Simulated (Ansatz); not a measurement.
BeS2⁻. The state is a doublet with charge -1. Geometry PBE0-D4/def2-TZVPD; atoms count from 1.

```tsv
atom	x (Å)	y (Å)	z (Å)
Be1	0.000	0.000	0.000
S2	1.258	1.163	-0.743
S3	-1.258	-1.164	0.743
```

The structure comes from a short search, and lower isomers may exist.

(1) Estimate the Mulliken populations from the PBE0/def2-TZVPD orbitals of Ansatz.

(2) Where does the spin sit?

(3) And the Mayer bond orders between bonded heavy atoms (over 0.3)?

## Answers

(1) 
```
atom  charge (e)  spin (α − β)
 Be1       -0.10         -0.13
  S2       -0.45          0.56
  S3       -0.45          0.56
```
Mulliken values and Mayer orders depend strongly on the basis. With diffuse functions, as here, like atoms can get unlike values, and bond orders can come out too low or too high.

(2) Summed by element: Be -0.13, S 1.13, of 1 unpaired in all. Largest on single atoms: S3 0.56, S2 0.56, Be1 -0.13.

(3) Be1–S2 1.48 (1.87 Å); Be1–S3 1.48 (1.87 Å). Values over 0.3 also appear between atoms too far apart for a bond (S2–S3 0.47 at 3.74 Å); they arise where an orbital or an unpaired electron spreads over both atoms.
